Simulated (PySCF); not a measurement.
Species: CH8F2Si3.
SMILES with atom numbers: `[F:1][CH:2]([F:3])[SiH2:4][SiH2:5][SiH3:6]` (hydrogens: H7 on C2; H8, H9 on Si4; H10, H11 on Si5; H12, H13, H14 on Si6)

Structure used (GFN2-xTB), in Å, numbered top down from 1:
```xyz
14
CH8F2Si3 angstrom
F     -0.8556    1.8310   -0.6660
C     -1.7584    0.8390   -0.3970
F     -1.7053   -0.0018   -1.4744
Si    -1.2351   -0.1120    1.2112
Si     0.8539   -1.0060    0.7399
Si     2.0217   -0.0083   -1.0072
H     -2.7520    1.3043   -0.4073
H     -1.3406    0.9384    2.2303
H     -2.3836   -0.9989    1.4304
H      1.6060   -0.9692    2.0084
H      0.6570   -2.4495    0.5100
H      3.3615   -0.5929   -1.1392
H      2.1948    1.4264   -0.7777
H      1.3350   -0.2008   -2.2833
```

A PySCF run (density fitting, gas phase, GFN2-xTB geometry) gave HOMO -7.07 eV, LUMO -1.61 eV, dipole 1.47 D and E = -1120.755 Eh.

Question: Which of these levels was it?
A. CAM-B3LYP/def2-SVPD
B. KT3/ANO-RCC-VDZP
C. PBE0/pcSseg-1
D. PBE0/def2-SVP
E. LDA/3-21G

Answer: B. It is KT3/ANO-RCC-VDZP. All candidates on this geometry:

| level and settings | kind | basis functions | SCF cycles | E (Eh) | HOMO (eV) | LUMO (eV) | dipole (D) |
| --- | --- | --- | --- | --- | --- | --- | --- |
| LDA/3-21G, fitting basis def2-universal-jkfit, damping 0.1 at the start, DIIS from the seventh cycle | LDA | 82 | 21 | -1099.9929 | -6.44 | -1.28 | 1.17 |
| KT3/ANO-RCC-VDZP, damping 0.2 at the start, DIIS from the seventh cycle | GGA | 136 | 19 | -1120.7549 | -7.07 | -1.61 | 1.47 |
| PBE0/pcSseg-1 | global hybrid | 163 | 12 | -1110.3993 | -8.35 | -0.83 | 1.55 |
| PBE0/def2-SVP, energy threshold 1e-07 Eh | global hybrid | 136 | 7 | -1109.9877 | -8.25 | -0.70 | 1.41 |
| CAM-B3LYP/def2-SVPD | range-separated hybrid | 202 | 12 | -1110.5620 | -9.71 | 0.16 | 1.64 |

The nearest other candidate, by the summed differences of HOMO and LUMO, is LDA/3-21G: its HOMO differs by +0.63 eV and its LUMO by +0.33 eV. Cycle counts include a coarse-grid stage where the run had one. KT3 was designed for NMR shieldings or shifts; total energies of different functionals aren't comparable. ANO-RCC sets were contracted for a scalar-relativistic Hamiltonian, but ran non-relativistically here.
